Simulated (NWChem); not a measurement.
Molecule: AlSiH₄OCl; SMILES [SiH3][O][AlH][Cl]

```xyz
8

Al     0.8988    -0.7163     0.0003
Cl    -0.5763    -2.2260    -0.0001
H      2.4150    -1.1132     0.0017
O      0.4230     0.9074    -0.0011
Si    -0.4077     2.3335     0.0002
H      0.0301     3.1666     1.1514
H     -1.8724     2.0986     0.1111
H     -0.1367     3.0735    -1.2607
```
Atoms are numbered in this order, from 1.

Results from NWChem. Medium grid unless said otherwise, to which SCAN and Minnesota functionals are sensitive. Geometry: optimised at B3LYP/6-31G* (spherical d).

Q: Order these by “dipole (D)”, lowest first: M06-L/def2-SVP; N12/def2-SVP; BLYP/def2-SVP; PBE/def2-SVP; PBE0/def2-SVP.

A: BLYP/def2-SVP (0.82), PBE/def2-SVP (0.89), N12/def2-SVP (0.95), PBE0/def2-SVP (1.01), M06-L/def2-SVP (1.11)
